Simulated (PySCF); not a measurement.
A side-by-side comparison of computed properties.

First species: C5H4FP.
SMILES: `Fc1ccccp1`

Second species: C8H6O.
Cartesian coordinates in Å at the GFN2-xTB level; atoms count from 1:
```xyz
15
C8H6O angstrom
O     -3.2911   -0.1103    1.1095
C     -2.4722   -0.6828    0.4343
C     -1.0877   -0.2552    0.2201
C     -0.6399    0.9139    0.8355
C      0.6691    1.4052    0.6928
C      1.4391    0.6223   -0.1060
C      1.0047   -0.5375   -0.7216
C     -0.2424   -1.0452   -0.6078
C      2.4138   -0.1182   -0.9512
H     -2.7317   -1.6217   -0.0967
H     -1.3507    1.4513    1.4464
H      0.9905    2.3118    1.1820
H     -0.6051   -1.9487   -1.0752
H      3.2115   -0.6714   -0.4685
H      2.6878    0.2944   -1.9156
```

Levels: CAM-B3LYP/def2-SVPD for dipole moment, HOMO energy, LUMO energy, HOMO–LUMO gap, static isotropic polarisability and electronic spatial extent ⟨r²⟩ about the centre of nuclear charge; TDDFT CAM-B3LYP/def2-SVPD for lowest singlet excitation; TDA CAM-B3LYP/def2-SVPD for lowest triplet excitation (Tamm–Dancoff); GFN2-xTB for rotational constant A and rotational constant C. Geometries: GFN2-xTB. Each structure is a single optimised conformer of the isolated species, non-relativistic unless stated. Electronic properties by PySCF.

Dipoles, sizes and rotational constants follow the conformer. The torsions of the flexible species, by atom-mapped SMILES:
- `[O:1]=[CH:2][c:3]1[cH:4][cH:5][c:6]2[c:7]([cH:8]1)[CH2:9]2`: O1–C2–C3–C4 0°

| property | column X | column Y |
| --- | --- | --- |
| dipole moment | 3.78 D | 2.67 D |
| HOMO energy | -8.48 eV | -8.40 eV |
| LUMO energy | -0.84 eV | -0.69 eV |
| HOMO–LUMO gap | 7.64 eV | 7.71 eV |
| lowest singlet excitation | 3.85 eV | 4.78 eV |
| lowest triplet excitation (Tamm–Dancoff) | 3.34 eV | 3.15 eV |
| static isotropic polarisability | 92.8 au | 80.0 au |
| electronic spatial extent ⟨r²⟩ about the centre of nuclear charge | 1172 bohr² | 777 bohr² |
| rotational constant A | 4.881 GHz | 3.647 GHz |
| rotational constant C | 0.945 GHz | 1.437 GHz |

**Question.** Which column belongs to which species?

**Answer.** Column X is the second species and column Y the first. The first has 11 atoms and 58 electrons, the second 15 and 62.

**Question.** How does each property change from the first species to the second?

**Answer.** dipole moment +1.11 D; HOMO energy -0.08 eV; LUMO energy -0.15 eV; HOMO–LUMO gap -0.07 eV; lowest singlet excitation -0.93 eV; lowest triplet excitation (Tamm–Dancoff) +0.19 eV; static isotropic polarisability +12.8 au; electronic spatial extent ⟨r²⟩ about the centre of nuclear charge +395 bohr²; rotational constant A +1.234 GHz; rotational constant C -0.492 GHz.

On the first: The dipole matches unit charges of opposite sign 0.56 Å apart (1 e·Å = 4.8032 D). The polarisability is 11.85 Å³ as a volume (1 au = 0.148185 Å³), or 1.38 au for each of the 58 electrons.

On the second: In atomic units the dipole is 1.49 e·bohr (1 au = 2.5417 D). The vertical singlet–triplet gap S1 − T1 is 0.51 eV (TDDFT singlet less Tamm–Dancoff triplet; S1: HOMO−1→LUMO, weight 0.89; T1: HOMO−1→LUMO, weight 0.86).
